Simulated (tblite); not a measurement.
C4H6BrNSi2.
Numbering: `[N:1]#[C:2][C:3]#[C:4][SiH2:5][C@H:6]([SiH3:7])[Br:8]` (hydrogens: H9, H10 on Si5; H11 on C6; H12, H13, H14 on Si7)

Computed with GFN2-xTB (tblite), gas phase: L-BFGS steps from a force-field or distance-geometry start until the largest atomic force falls under 0.01 eV/Å.

Step 105: E = -597.6904 eV
```
atom  x, y, z in Å  |  force x, y, z in eV/Å
N1      3.5117    1.9706    2.2782    0.008   0.013  -0.003
C2      2.9197    1.3232    1.5354    0.041   0.022   0.035
C3      2.2067    0.5559    0.6650   -0.007  -0.043  -0.004
C4      1.5686   -0.1384   -0.0975    0.005  -0.012  -0.023
Si5     0.4785   -1.1388   -1.2112    0.002   0.003  -0.027
C6     -1.2838   -0.8339   -0.5381   -0.037  -0.007  -0.001
Si7    -1.7139    0.8712    0.2183   -0.006   0.025   0.020
Br8    -1.6259   -2.1203    0.9330    0.018  -0.002  -0.014
H9      0.5778   -0.6051   -2.5736   -0.015   0.013   0.050
H10     0.8436   -2.5503   -1.1107    0.005   0.011   0.004
H11    -2.0190   -1.1040   -1.2965    0.026   0.000   0.003
H12    -0.8863    1.0490    1.4101   -0.045  -0.009  -0.047
H13    -1.4429    1.9003   -0.7856    0.013  -0.028  -0.020
H14    -3.1352    0.8201    0.5509   -0.010   0.014   0.027
```

Step 106: E = -597.6917 eV
```
atom  x, y, z in Å  |  force x, y, z in eV/Å
N1      3.5088    1.9653    2.2848    0.011   0.017   0.023
C2      2.9149    1.3130    1.5483    0.063   0.037   0.020
C3      2.2049    0.5466    0.6755   -0.052  -0.079  -0.049
C4      1.5685   -0.1380   -0.0977    0.018  -0.006   0.004
Si5     0.4764   -1.1324   -1.2154    0.012  -0.006  -0.061
C6     -1.2836   -0.8387   -0.5314   -0.022  -0.001   0.034
Si7    -1.7155    0.8724    0.2105    0.017   0.046   0.009
Br8    -1.6030   -2.1207    0.9504    0.022   0.016  -0.020
H9      0.5683   -0.5854   -2.5756   -0.018  -0.005   0.089
H10     0.8413   -2.5463   -1.1296    0.005   0.038   0.003
H11    -2.0224   -1.1205   -1.2799    0.005  -0.006  -0.030
H12    -0.8794    1.0650    1.3944   -0.054  -0.012  -0.048
H13    -1.4448    1.8892   -0.8081    0.001  -0.045   0.000
H14    -3.1349    0.8300    0.5517   -0.010   0.006   0.025
```

Task: Estimate the geometry and energy of step 107. (The exact step hangs on the optimiser's Hessian estimate; all steps are aligned on step 106, rigid shifts and turns removed.)

Result: E = -597.6932 eV, largest force 0.145 eV/Å
```
atom  x, y, z in Å  |  force x, y, z in eV/Å
N1      3.5051    1.9619    2.2887   -0.016  -0.020  -0.003
C2      2.9122    1.3003    1.5590    0.104   0.082   0.060
C3      2.2042    0.5308    0.6881   -0.026  -0.035  -0.020
C4      1.5671   -0.1428   -0.0929   -0.016  -0.056  -0.037
Si5     0.4732   -1.1258   -1.2188    0.028  -0.012  -0.070
C6     -1.2832   -0.8420   -0.5233   -0.039  -0.016   0.026
Si7    -1.7200    0.8749    0.2012    0.046   0.049   0.017
Br8    -1.5759   -2.1196    0.9675    0.019   0.024  -0.009
H9      0.5597   -0.5584   -2.5714   -0.018  -0.015   0.094
H10     0.8396   -2.5412   -1.1523    0.001   0.053   0.002
H11    -2.0252   -1.1382   -1.2633    0.006   0.004  -0.033
H12    -0.8731    1.0869    1.3749   -0.066  -0.017  -0.047
H13    -1.4477    1.8755   -0.8333   -0.016  -0.042   0.001
H14    -3.1365    0.8372    0.5538   -0.006   0.003   0.019
```

The energy changes by -0.0015 eV. The first-order estimate −F·Δx gives -0.0020 eV and the mean of the old and new forces, exact on a quadratic surface, -0.0015 eV. The step makes an angle of 83° with the force vector and moves no atom by more than 0.032 Å.

What follows is the cost of the whole relaxation. Time: 2.7 s wall. Hardware: an Arm Neoverse N1 with one thread, no GPU, shared host with 64 logical CPUs at a one-minute load of 62.
